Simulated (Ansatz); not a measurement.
Bi8O18H12⁺. Charge 1, multiplicity 2. Geometry r2SCAN-D4/def2-SVP; atoms count from 1.

```tsv
atom	x (Å)	y (Å)	z (Å)
Bi1	-1.573	0.262	-0.912
Bi2	2.387	-1.156	-1.125
Bi3	0.788	-0.475	2.138
Bi4	-2.039	2.574	1.951
Bi5	1.042	2.034	-2.644
Bi6	-0.819	-2.955	-0.122
Bi7	-2.926	-0.715	2.558
Bi8	-0.048	-2.099	-3.647
O9	-0.057	1.935	-0.672
O10	2.558	1.041	-1.080
O11	-1.103	1.341	-2.886
O12	0.949	4.096	-2.220
O13	-1.005	-0.493	-4.716
O14	1.240	-0.629	-2.898
O15	-2.984	2.230	0.042
O16	1.118	-3.222	-1.548
O17	1.404	-0.004	4.184
O18	2.782	-1.137	1.297
O19	-1.248	0.615	1.617
O20	1.525	1.519	1.345
O21	0.359	-0.974	-0.151
O22	0.464	-2.784	1.868
O23	-3.388	1.408	2.945
O24	-1.385	-1.892	-2.010
O25	-1.087	-1.306	3.621
O26	-2.321	-1.632	0.699
H27	0.548	1.878	0.124
H28	2.416	1.332	-0.138
H29	-1.185	0.747	-3.691
H30	0.384	4.270	-1.452
H31	-1.709	-0.769	-5.322
H32	-2.939	2.981	-0.573
H33	1.581	-4.075	-1.567
H34	2.376	0.058	4.212
H35	2.879	-2.063	1.582
H36	2.000	2.029	2.019
H37	-0.049	-3.027	2.661
H38	-0.933	-0.945	4.512
```

In the def2 sets Bi takes a core potential; there is no spin–orbit coupling. Single mean-field runs in def2-SVP are fitted with def2-universal-jkfit.

Problem. Estimate the Mulliken populations of the heavy atoms from the PBE0/def2-SVP orbitals of Ansatz.

Solution. 
```tsv
atom	charge (e)	spin (α − β)
Bi1	1.35	0.00
Bi2	1.28	-0.01
Bi3	1.34	0.13
Bi4	1.19	0.00
Bi5	1.27	0.00
Bi6	1.27	-0.01
Bi7	1.26	-0.01
Bi8	1.20	0.00
O9	-0.65	0.00
O10	-0.61	0.00
O11	-0.62	0.00
O12	-0.54	0.00
O13	-0.57	0.00
O14	-0.81	0.00
O15	-0.56	0.00
O16	-0.62	0.00
O17	-0.47	0.33
O18	-0.56	0.08
O19	-0.81	0.11
O20	-0.59	0.09
O21	-0.82	0.11
O22	-0.57	0.13
O23	-0.72	0.01
O24	-0.80	0.00
O25	-0.58	0.04
O26	-0.82	0.00
```
Mulliken values and Mayer orders depend strongly on the basis.

Problem. Where does the spin sit?

Solution. Summed by element: Bi 0.11, O 0.90, H -0.01, of 1 unpaired in all. Largest on single atoms: O17 0.33, Bi3 0.13, O22 0.13.

Problem. And the Mayer bond orders between bonded heavy atoms (over 0.3)?

Solution. Bi1–O9 0.48 (2.27 Å); Bi1–O11 0.53 (2.30 Å); Bi1–O21 0.34 (2.42 Å); Bi1–O24 0.36 (2.42 Å); Bi2–O10 0.65 (2.20 Å); Bi2–O14 0.66 (2.18 Å); Bi2–O16 0.33 (2.46 Å); Bi2–O18 0.39 (2.45 Å); Bi2–O21 0.51 (2.26 Å); Bi3–O17 0.75 (2.19 Å); Bi3–O18 0.51 (2.26 Å); Bi3–O19 0.35 (2.37 Å); Bi3–O20 0.51 (2.27 Å); Bi3–O21 0.33 (2.38 Å); Bi3–O22 0.43 (2.35 Å); Bi4–O15 0.71 (2.16 Å); Bi4–O19 0.67 (2.14 Å); Bi4–O23 1.08 (2.04 Å); Bi5–O9 0.49 (2.26 Å); Bi5–O10 0.39 (2.39 Å); Bi5–O11 0.54 (2.27 Å); Bi5–O12 0.96 (2.11 Å); Bi6–O16 0.37 (2.42 Å); Bi6–O21 0.45 (2.30 Å); Bi6–O22 0.45 (2.37 Å); Bi6–O24 0.58 (2.24 Å); Bi6–O26 0.69 (2.16 Å); Bi7–O19 0.41 (2.34 Å); Bi7–O23 0.72 (2.21 Å); Bi7–O25 0.63 (2.20 Å); Bi7–O26 0.72 (2.16 Å); Bi8–O13 0.75 (2.15 Å); Bi8–O14 0.83 (2.09 Å); Bi8–O24 0.77 (2.12 Å).
